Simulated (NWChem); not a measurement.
System: BHSCl2; SMILES SB(Cl)Cl

NWChem input:

```
start job
memory heap 200 mb stack 900 mb global 1100 mb
geometry units angstroms noautoz
  B      0.003900    -0.013452     0.000000
  Cl     1.449047    -1.001747     0.000000
  Cl    -1.573163    -0.781375     0.000000
  S      0.210448     1.766565     0.000000
  H     -1.105539     2.069791     0.000000
end
basis spherical
  * library 6-31g*
end
dft
  xc b3lyp
  iterations 150
  mulliken
end
task dft energy
```

All runs use the structure optimised with PBE0/def2-SVP.

### Question
Predict the main results of this run. (B3LYP/6-31G* (spherical d).) Quantities: energy (Ha); highest occupied level (eV); orbital gap (eV); dipole (D).

### Answer
The energy (Ha) is -1344.14 and the highest occupied level (eV) is -8.05. The orbital gap (eV) is 6.64 and the dipole (D) is 1.33.
